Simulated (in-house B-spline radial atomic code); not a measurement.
Orbital energies and mean radii along the 3-electron series, configuration [He] 2s1. The effective charge is n√(-2ε), a non-relativistic measure. Computed with a B-spline radial code for spherical atoms: Dirac-Hartree-Fock, average of the configuration, finite nuclei.

```
  ion   Z  energy of 2s1/2 (Eh)  mean radius of 2s1/2 (bohr)  energy of 1s1/2 (Eh)  mean radius of 1s1/2 (bohr)  effective charge of 2s1/2
   Li   3              -0.19634                       3.8733                -2.478                      0.57305                     1.2533
  Be+   4              -0.66626                       2.2796               -5.1393                      0.41489                     2.3087
  B2+   5               -1.3903                       1.6355               -8.8103                      0.32508                      3.335
  C3+   6               -2.3661                       1.2793               -13.486                      0.26718                     4.3507
  N4+   7               -3.5932                       1.0517               -19.165                      0.22676                     5.3615
  O5+   8               -5.0716                      0.89334               -25.848                      0.19693                     6.3697
  F6+   9               -6.8014                      0.77655               -33.536                      0.17402                     7.3764
 Ne7+  10                -8.783                      0.68682                -42.23                      0.15586                     8.3823
 Mg9+  12               -13.503                      0.55787               -62.641                      0.12892                     10.393
Al10+  13               -16.242                      0.50995               -74.361                      0.11865                     11.399
Si11+  14               -19.235                      0.46958               -87.094                      0.10988                     12.405
 P12+  15               -22.482                      0.43509               -100.84                       0.1023                     13.411
 S13+  16               -25.984                      0.40528               -115.61                     0.095696                     14.418
Cl14+  17               -29.741                      0.37926               -131.39                     0.089882                     15.425
Ar15+  18               -33.755                      0.35634               -148.19                     0.084725                     16.433
 K16+  19               -38.026                        0.336               -166.02                      0.08012                     17.442
```

(1) How does the screening of 2s1/2 change?

Results:

(1) Z less the effective charge goes from 1.75 at Z = 3 to 1.56 at Z = 19.
